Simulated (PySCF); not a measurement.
Ligands exchanged one at a time, Sn OH-C2H5. Gas-phase values, no solvent. One relaxed conformer stands for each flexible species; it need not be the lowest. Strings in code marks are SMILES.

Quantity: redistribution energy (mixed species minus the weighted end members), in kJ/mol.

Level 1: B3LYP/6-31G* (LANL2DZ on Sn) // B3LYP-D3(BJ)/def2-SVP (PySCF)
Level 2: M06-2X/6-31G* (LANL2DZ on Sn) // B3LYP-D3(BJ)/def2-SVP (PySCF)
Level 3: PBE/6-31G* (LANL2DZ on Sn) // B3LYP-D3(BJ)/def2-SVP (PySCF)
Level 4: frozen-core MP2/6-31G* (LANL2DZ on Sn) // B3LYP-D3(BJ)/def2-SVP (PySCF)

```
species                                                     level 1  level 2  level 3  level 4
----------------------------------------------------------  -------  -------  -------  -------
2 of 4 OH replaced by C2H5: `C[CH2][Sn]([OH])([OH])[CH2]C`   -19.90   -13.67   -20.43   -14.36
1 of 4 OH replaced by C2H5: `C[CH2][Sn]([OH])([OH])[OH]`     -19.99   -15.24   -19.99   -15.68
```
